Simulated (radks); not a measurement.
The numbers below are computed, except where a source is named.
The tin ion Sn3+, 47 electrons, occupied as [Kr] 4d10 5s1 (the NIST ground configuration). Level of theory: Dirac Kohn-Sham, exchange-only LDA, spin-unpolarised, spherical densities, finite nucleus; Fermi nuclear charge, rms radius 4.6519 fm (a radial shooting solver on a logarithmic mesh with Libxc functionals).

Spin-orbit splittings of the eigenvalues, e(l+1/2) - e(l-1/2), with zeta = 2 splitting/(2l+1) and mean radii in bohr:

shell  occ.  splitting (eV)  zeta (eV)  <r> j=l-1/2  <r> j=l+1/2
2p        6               ?          ?       0.1058       0.1112
3p        6           42.04      28.02       0.3303       0.3416
3d       10           8.686      3.474       0.3128       0.3164
4p        6           7.660      5.107       0.8647       0.8948
4d       10           1.066     0.4265        1.078        1.091
5p        0          0.8789     0.5859        2.439        2.511

Estimate the 2p splitting.

Answer. 230.3 eV (zeta = 153.5 eV).
